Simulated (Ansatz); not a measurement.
`C#CCCCCCCC` + HBr → `CCCCCCCBr` + acetylene  (substitution at a C–C bond)

Calculated with Ansatz (gas phase, PBE0-D4/def2-TZVP geometries, no zero-point term in ΔE). CCSD(T)/CBS is the MP2 limit (def2-TZVPP, def2-QZVPP) plus CCSD(T) − MP2 in def2-TZVPP, frozen cores. This one scheme is used for every species. Functionals use def2-TZVPP. B3LYP here is the variant with VWN-RPA as its local correlation; programs differ in this. HSE06 is defined as in plane-wave codes. For Br outer-core shells are correlated without core-valence functions, which leaves a few kJ/mol of doubt a bond. Scalar relativity is left out up to krypton. Each species was taken in one conformer, which may not be the lowest.

Task: Is it downhill or uphill in electronic energy at CCSD(T)/CBS, and by how much? (Best estimate.)

Result: Computed: Uphill: ΔE = +0.26 eV.

Task: What do these levels give: LDA (SPW92), PBE-D4, revPBE-D4, B97M-V, r2SCANh-D4, HSE06-D4, ωB97X-V, B3LYP, LC-ωPBE, MP2/def2-SVP, MP2/def2-TZVPP, HF/CBS(def2)? (Best estimate.)

Result: Computed: LDA (SPW92) 0.43, PBE-D4 0.34, revPBE-D4 0.34, B97M-V 0.36, r2SCANh-D4 0.34, HSE06-D4 0.36, ωB97X-V 0.32, B3LYP 0.34, LC-ωPBE 0.40, MP2/def2-SVP 0.45, MP2/def2-TZVPP 0.28, HF/CBS(def2) 0.36 eV.

Largest T1 diagnostic among the species: 0.013.

Leaving LDA and LC-ωPBE aside and taking each functional with its dispersion term where it has one, the values, not all of them listed here, spread over 0.08 eV, from BLYP-D4 to PBE0-D4. LDA lies +0.08 eV from PBE without D4. At CCSD(T), def2-SVP lies +0.19 eV from the extrapolated value and def2-TZVPP +0.02 eV.
